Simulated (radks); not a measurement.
Spherical quantum dot in the effective-mass picture: electrons in a parabolic well V = omega^2 r^2 / 2 with omega = 2.86, all in effective atomic units (hartree* = m*/eps^2 hartree, bohr* = eps/m* bohr), one dielectric constant everywhere. Method: non-relativistic Kohn-Sham, LDA (Slater exchange, Perdew-Wang correlation), spin-polarised, spherical densities; computed with a radial shooting solver with Libxc functionals. Levels are named by radial order and angular momentum (1s, 1p, 1d, 2s, ...), and open shells are averaged over m.

N = 13, configuration 1s2 1p6 1d(up 5, down 0). This is the lowest configuration that the search found. Occupied and some empty levels:

| level | occupation | eigenvalue (hartree*) | <r> (bohr*) |
|---|---|---|---|
| 1s up | 1 | 15.504 | 0.8184 |
| 1s down | 1 | 15.644 | 0.8078 |
| 1p up | 3 | 17.422 | 1.049 |
| 1p down | 3 | 17.609 | 1.045 |
| 1d up | 5 | 19.491 | 1.221 |
| 1d down | 0 | 19.693 | 1.222 |
| 2s up | 0 | 19.753 | 1.100 |
| 2s down | 0 | 19.893 | 1.106 |
| 1f up | 0 | 21.689 | 1.362 |
| 1f down | 0 | 21.886 | 1.367 |
| 2p up | 0 | 22.065 | 1.254 |
| 2p down | 0 | 22.201 | 1.258 |

Energy (hartree*): total 166.546, kinetic 37.904, external 68.330, Hartree 70.298, exchange-correlation -9.9857.

Electron density:

| r (bohr*) | n(r) (e/bohr*^3) |
|---|---|
| 0.102 | 0.9288 |
| 0.273 | 1.058 |
| 0.444 | 1.243 |
| 0.615 | 1.385 |
| 0.786 | 1.387 |
| 0.957 | 1.208 |
| 1.13 | 0.8958 |
| 1.30 | 0.5567 |
| 1.47 | 0.2868 |
| 1.64 | 0.1216 |
| 1.81 | 0.04232 |
| 1.98 | 0.01218 |
| 2.15 | 0.002865 |
